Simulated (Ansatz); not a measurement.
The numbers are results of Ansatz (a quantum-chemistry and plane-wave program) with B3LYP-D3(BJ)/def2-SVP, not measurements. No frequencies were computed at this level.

Ansatz 0.2 input:
```yaml
crystal:
  periodic: [false, false, false]
  atoms:
    - { symbol: Al, position_ang: [0.066063, -0.012704, -0.003593] }
    - { symbol: H, position_ang: [1.047403, 0.330336, -1.190864] }
    - { symbol: H, position_ang: [0.745811, -0.613652, 1.287672] }
    - { symbol: H, position_ang: [-1.425626, -0.388649, -0.328927] }
    - { symbol: C, position_ang: [-0.177011, 4.38962, 1.703005] }
    - { symbol: C, position_ang: [-1.376913, 3.780615, 1.367624] }
    - { symbol: C, position_ang: [-1.344048, 2.494768, 0.854404] }
    - { symbol: N, position_ang: [-0.208413, 1.840076, 0.679217] }
    - { symbol: C, position_ang: [0.940784, 2.412064, 0.998711] }
    - { symbol: C, position_ang: [1.009138, 3.691852, 1.515413] }
    - { symbol: H, position_ang: [-0.164714, 5.391742, 2.104756] }
    - { symbol: H, position_ang: [-2.317088, 4.291626, 1.501117] }
    - { symbol: H, position_ang: [-2.235855, 1.954125, 0.568873] }
    - { symbol: H, position_ang: [1.812863, 1.794238, 0.819755] }
    - { symbol: H, position_ang: [1.960512, 4.133726, 1.765495] }
basis:
  gaussian: { orbitals: def2-svp }
hamiltonian:
  xc: b3lyp
  dispersion: d3bj
relax:
  max_steps: 150
```

Output:

```
Functional definition: B3LYP
1613 factors; integrals over basis functions are off by at most 4.5e-4 eV
mean field evaluation 1: about -13390.1975 eV, gradient 4.5e1 eV
mean field evaluation 2: about -13390.1313 eV, gradient 4.9e1 eV
mean field evaluation 4: about -13395.8441 eV, gradient 3.9e0 eV
mean field evaluation 8: about -13395.9255 eV, gradient 4.0e-2 eV
mean field evaluation 16: about -13395.9255 eV, gradient 2.0e-5 eV
mean field -13395.92552365 eV, -492.2911829098 hartree, gradient 2.0e-5 eV, S^2 0.000000; 0 other end points of the search recorded, 0 dependent functions left out
reference -13395.92582393 eV, -492.2911939448 hartree; 29, 29 occupied and 113, 113 virtual orbitals, 1613 factors
relax step   1: F+E_penalty+E_count = -13396.62373481 eV  Δ(F+E_penalty+E_count) = +0.000e0 eV  max|allowed force component| = 7.685e-1 eV/Å  Δτ_max = 0.0000 Å  (27 SCF iters, accepted)
these checks for a lower state are left out or cut short: starts, cluster_reference, orbital_swaps, neighbouring_geometries, increment
1613 factors; integrals over basis functions are off by at most 5.0e-4 eV
mean field -13396.05431500 eV, -492.2959159047 hartree, gradient 1.8e-5 eV, S^2 0.000000; 0 other end points of the search recorded, 0 dependent functions left out
reference -13396.05462127 eV, -492.2959271597 hartree; 29, 29 occupied and 113, 113 virtual orbitals, 1613 factors
relax step   2: F+E_penalty+E_count = -13396.74427493 eV  Δ(F+E_penalty+E_count) = -1.205e-1 eV  max|allowed force component| = 3.883e-1 eV/Å  Δτ_max = 0.1366 Å  (31 SCF iters, accepted)
these checks for a lower state are left out or cut short: starts, cluster_reference, orbital_swaps, neighbouring_geometries, increment
1613 factors; integrals over basis functions are off by at most 5.3e-4 eV
mean field -13396.07698940 eV, -492.2967491735 hartree, gradient 1.6e-5 eV, S^2 0.000000; 0 other end points of the search recorded, 0 dependent functions left out
reference -13396.07729612 eV, -492.2967604453 hartree; 29, 29 occupied and 113, 113 virtual orbitals, 1613 factors
relax step   3: F+E_penalty+E_count = -13396.76531300 eV  Δ(F+E_penalty+E_count) = -2.104e-2 eV  max|allowed force component| = 1.186e-1 eV/Å  Δτ_max = 0.0716 Å  (31 SCF iters, accepted)
these checks for a lower state are left out or cut short: starts, cluster_reference, orbital_swaps, neighbouring_geometries, increment
1613 factors; integrals over basis functions are off by at most 5.6e-4 eV
mean field evaluation 32: about -13396.0303 eV, gradient 1.7e0 eV
mean field -13396.08557064 eV, -492.2970645281 hartree, gradient 1.5e-5 eV, S^2 0.000000; 0 other end points of the search recorded, 0 dependent functions left out
reference -13396.08587793 eV, -492.2970758209 hartree; 29, 29 occupied and 113, 113 virtual orbitals, 1613 factors
relax step   4: F+E_penalty+E_count = -13396.77254104 eV  Δ(F+E_penalty+E_count) = -7.228e-3 eV  max|allowed force component| = 1.017e-1 eV/Å  Δτ_max = 0.0651 Å  (32 SCF iters, accepted)
these checks for a lower state are left out or cut short: starts, cluster_reference, orbital_swaps, neighbouring_geometries, increment
1613 factors; integrals over basis functions are off by at most 5.6e-4 eV
mean field -13396.01499100 eV, -492.2944707743 hartree, gradient 1.8e-5 eV, S^2 0.000000; 0 other end points of the search recorded, 0 dependent functions left out
reference -13396.01529800 eV, -492.2944820560 hartree; 29, 29 occupied and 113, 113 virtual orbitals, 1613 factors
relax step   5: F+E_penalty+E_count = -13396.70323458 eV  Δ(F+E_penalty+E_count) = +6.931e-2 eV  max|allowed force component| = 1.214e0 eV/Å  Δτ_max = 0.0477 Å  (29 SCF iters, rejected (line search))
these checks for a lower state are left out or cut short: starts, cluster_reference, orbital_swaps, neighbouring_geometries, increment
1613 factors; integrals over basis functions are off by at most 5.6e-4 eV
mean field -13396.08734780 eV, -492.2971298375 hartree, gradient 1.6e-5 eV, S^2 0.000000; 0 other end points of the search recorded, 0 dependent functions left out
reference -13396.08765510 eV, -492.2971411305 hartree; 29, 29 occupied and 113, 113 virtual orbitals, 1613 factors
relax step   6: F+E_penalty+E_count = -13396.77464887 eV  Δ(F+E_penalty+E_count) = -2.108e-3 eV  max|allowed force component| = 3.194e-2 eV/Å  Δτ_max = 0.0237 Å  (32 SCF iters, accepted)
these checks for a lower state are left out or cut short: starts, cluster_reference, orbital_swaps, neighbouring_geometries, increment
1613 factors; integrals over basis functions are off by at most 5.6e-4 eV
mean field -13396.08800833 eV, -492.2971541114 hartree, gradient 2.0e-5 eV, S^2 0.000000; 0 other end points of the search recorded, 0 dependent functions left out
reference -13396.08831587 eV, -492.2971654134 hartree; 29, 29 occupied and 113, 113 virtual orbitals, 1613 factors
relax step   7: F+E_penalty+E_count = -13396.77539714 eV  Δ(F+E_penalty+E_count) = -7.483e-4 eV  max|allowed force component| = 1.325e-2 eV/Å  Δτ_max = 0.0263 Å  (26 SCF iters, accepted)
these checks for a lower state are left out or cut short: starts, cluster_reference, orbital_swaps, neighbouring_geometries, increment
1613 factors; integrals over basis functions are off by at most 5.6e-4 eV
mean field evaluation 64: about -13396.0881 eV, gradient 2.0e-5 eV
mean field -13396.08805503 eV, -492.2971558278 hartree, gradient 2.0e-5 eV, S^2 0.000000; 0 other end points of the search recorded, 0 dependent functions left out
reference -13396.08836266 eV, -492.2971671328 hartree; 29, 29 occupied and 113, 113 virtual orbitals, 1613 factors
relax step   8: F+E_penalty+E_count = -13396.77544505 eV  Δ(F+E_penalty+E_count) = -4.791e-5 eV  max|allowed force component| = 1.875e-2 eV/Å  Δτ_max = 0.0079 Å  (25 SCF iters, accepted)
these checks for a lower state are left out or cut short: starts, cluster_reference, orbital_swaps, neighbouring_geometries, increment
1613 factors; integrals over basis functions are off by at most 5.6e-4 eV
mean field -13396.08809469 eV, -492.2971572853 hartree, gradient 6.5e-5 eV, S^2 0.000000; 0 other end points of the search recorded, 0 dependent functions left out
reference -13396.08840234 eV, -492.2971685913 hartree; 29, 29 occupied and 113, 113 virtual orbitals, 1613 factors
relax step   9: F+E_penalty+E_count = -13396.77546969 eV  Δ(F+E_penalty+E_count) = -2.465e-5 eV  max|allowed force component| = 2.383e-3 eV/Å  Δτ_max = 0.0044 Å  (21 SCF iters, accepted)
1613 factors; integrals over basis functions are off by at most 5.6e-4 eV
mean field -13396.08809469 eV, -492.2971572853 hartree, gradient 6.5e-5 eV, S^2 0.000000; 1 other end points of the search recorded, 0 dependent functions left out
reference -13396.08840234 eV, -492.2971685913 hartree; 29, 29 occupied and 113, 113 virtual orbitals, 1613 factors
Total energy: -13396.77577734 eV, -492.3224291565 hartree
Atom 0 at     0.001082    -0.075551    -0.033972 Å, force    -0.000262     0.000446     0.000431 eV/Å
Atom 1 at     0.969579     0.144937    -1.292256 Å, force     0.000135    -0.000197     0.000013 eV/Å
Atom 2 at     0.650793    -0.839326     1.216841 Å, force    -0.000298    -0.000216    -0.000085 eV/Å
Atom 3 at    -1.559154    -0.314306    -0.321163 Å, force     0.000309     0.000326    -0.000352 eV/Å
Atom 4 at    -0.201322     4.434442     1.713461 Å, force     0.000260    -0.000644    -0.000399 eV/Å
Atom 5 at    -1.374052     3.764706     1.361659 Å, force    -0.000978    -0.000689    -0.000212 eV/Å
Atom 6 at    -1.281744     2.468610     0.858313 Å, force     0.002010     0.001493     0.000381 eV/Å
Atom 7 at    -0.100646     1.848202     0.702965 Å, force    -0.000491    -0.002383     0.000116 eV/Å
Atom 8 at     1.031728     2.489422     1.039698 Å, force    -0.001592     0.002142    -0.000576 eV/Å
Atom 9 at     1.024559     3.784102     1.549100 Å, force     0.000930    -0.001018     0.000290 eV/Å
Atom 10 at    -0.240531     5.451270     2.110795 Å, force     0.000130     0.000242    -0.000253 eV/Å
Atom 11 at    -2.352529     4.234466     1.472614 Å, force    -0.000265    -0.000163     0.000412 eV/Å
Atom 12 at    -2.162811     1.893140     0.564463 Å, force    -0.000468     0.000158    -0.000002 eV/Å
Atom 13 at     1.962125     1.935766     0.889632 Å, force     0.000748     0.000305     0.000298 eV/Å
Atom 14 at     1.965830     4.269904     1.810510 Å, force    -0.000168     0.000197    -0.000061 eV/Å
Dipole moment:    -0.069948     1.432447     0.551232 e Å
```

Cost: very roughly 2.4 core-minutes.
